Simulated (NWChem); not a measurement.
BeNH2F; SMILES [NH2][Be][F]

```xyz
5

Be     0.0000     0.0000    -0.1005
F      0.0000     0.0000    -1.4865
N      0.0000     0.0000     1.4032
H      0.0000    -0.8244     1.9791
H      0.0000     0.8244     1.9791
```
Atoms are numbered in this order, from 1.

Program: NWChem. Structure relaxed at the PBE0-D3(BJ)/def2-TZVP level. Total energies compare along this basis series because the functional is fixed.

```tsv
level	basis functions	energy (Ha)	highest occupied level (eV)	orbital gap (eV)	dipole (D)
Hartree-Fock/pcseg-1	47	-169.7536	-11.00	13.83	2.35
Hartree-Fock/aug-pcseg-1	77	-169.7641	-11.03	11.67	2.15
Hartree-Fock/pcseg-2	103	-169.8804	-11.00	…	2.18
Hartree-Fock/STO-3G	17	-167.4763	-8.49	16.94	1.33
Hartree-Fock/def2-SVP	47	-169.6657	-10.95	13.21	2.43
```

Question: Some entries are withheld; supply them.

Answer: 
- Hartree-Fock/pcseg-2, orbital gap (eV): 12.50
